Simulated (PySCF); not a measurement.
Molecular orbitals of AlI

PBE0 at R = 2.557 Å; PySCF, scalar-relativistic core potentials, basis sets Al def2-SVP, I def2-SVP with ECP28. State: ³Π (triplet), unpaired electrons σ ↑, π ↑, a second solution, started from another occupation. Only the outer orbitals are listed, counted within each symmetry, core potentials removing the inner ones.

```tsv
spin	orbital	occ.	ε (eV)	on Al (%)	main shells (%)
α	7σ	1	-19.44	4	95 I s
α	8σ	1	-11.10	58	57 Al s, 39 I p
α	4π	1	-8.03	9	91 I p, 8 Al p
α	4π	1	-8.01	6	94 I p
α	9σ	1	-7.93	59	41 I p, 35 Al s, 23 Al p
α	5π	1	-4.33	92	91 Al p
α	5π	0	-2.55	94	94 Al p
α	10σ	0	-0.42	94	83 Al p, 11 I p
α	11σ	0	2.13	101	100 Al s
β	7σ	1	-19.12	4	95 I s
β	8σ	1	-10.02	40	56 I p, 34 Al s
β	4π	1	-7.91	5	95 I p
β	4π	1	-7.72	4	96 I p
β	9σ	0	-4.58	76	63 Al s, 24 I p, 12 Al p
β	5π	0	-1.44	94	94 Al p
β	5π	0	-0.77	95	95 Al p
```

Task: Which are the highest filled and the lowest empty level, where do they sit, and how wide is the gap?

Result: Highest filled α 5π at -4.33 eV (in %: 91 Al p); lowest empty β 9σ at -4.58 eV (in %: 63 Al s, 24 I p, 12 Al p); the gap at PBE0 is -0.25 eV.

| Property | Result |
| --- | --- |
| bond order (Mayer) | 1.10 |
| ⟨S²⟩ | 2.003 |
| charge on Al (Mulliken, basis-dependent) | 0.20 |
| charge on Al (Löwdin, basis-dependent) | 0.04 |
| dipole moment (positive dipole means Al(−)I(+)) | -1.63 D |

Shares are Mulliken populations and can fall outside 0 to 100 %.

Spin–orbit coupling is left out. Counting both spins, an empty level lies below a filled one in this solution, because spin and occupation are held.
